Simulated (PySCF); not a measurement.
Parent: `[CH2:1]=[CH:2][CH2:3][SeH:4]` with C1–C2–C3–Se4 -117°, C2–C3–Se4–H 58°, C3H6Se.

Level of theory: PBE0-D3(BJ)/def2-SVP geometry optimisation, gas phase (PySCF). One conformer each, not checked by frequencies here.

| coordinate of the parent | value |
| --- | --- |
| C1=C2 | 1.335 Å |
| C2–C3 | 1.487 Å |
| C3–Se4 | 1.968 Å |
| C1–C2–C3 | 124.3° |
| C2–C3–Se4 | 112.5° |

Question: How does the shared frame change in `[F:1][C:2]([F:3])([F:4])[CH2:5][SeH:6]` with C2–C5–Se6–H -68°, C2H3F3Se? Atoms pair as C2 = C2, C3 = C5, Se4 = Se6 (parent first).

Answer: 
```json
{"parent": "C2–C3", "relative": "C2–C5", "value in the relative": "1.509 Å", "change": "+0.022"}
{"parent": "C3–Se4", "relative": "C5–Se6", "value in the relative": "1.946 Å", "change": "-0.022"}
{"parent": "C2–C3–Se4", "relative": "C2–C5–Se6", "value in the relative": "114.7°", "change": "+2.2"}
```

Of the parent's bonds, C2–C3 and C3–Se4 change most and about equally (-0.022 to +0.022 Å). Bonds of the relative outside the shared frame: F1–C2 1.336, C2–F3 1.330, C2–F4 1.339 Å.

Question: How does the shared frame change in `[CH3:1][C:2]([CH3:3])([CH3:4])[SeH:5]`, C4H10Se? Atoms pair as C1 = C1, C2 = C2, C3 = C3 (parent first).

Answer: 
```csv
parent,relative,value in the relative,change
C1=C2,C1–C2,1.523 Å,+0.188
C2–C3,C2–C3,1.523 Å,+0.036
C1–C2–C3,C1–C2–C3,111.0°,-13.3
```

Of the parent's bonds, C1–C2 changes most (+0.188 Å). Bonds of the relative outside the shared frame: C2–C4 1.525, C2–Se5 1.991 Å. Point group C1 → Cs.

Question: How does the shared frame change in `[CH3:1][CH2:2][CH2:3][SeH:4]` with C1–C2–C3–Se4 -178°, C2–C3–Se4–H -63°, C3H8Se? Atoms pair as C1 = C1, C2 = C2, C3 = C3, Se4 = Se4 (parent first).

Answer: 
| parent | relative | value in the relative | change |
| --- | --- | --- | --- |
| C1=C2 | C1–C2 | 1.522 Å | +0.187 |
| C2–C3 | C2–C3 | 1.519 Å | +0.032 |
| C3–Se4 | C3–Se4 | 1.955 Å | -0.013 |
| C1–C2–C3 | C1–C2–C3 | 112.4° | -11.9 |
| C2–C3–Se4 | C2–C3–Se4 | 114.6° | +2.1 |

Of the parent's bonds, C1–C2 changes most (+0.187 Å).
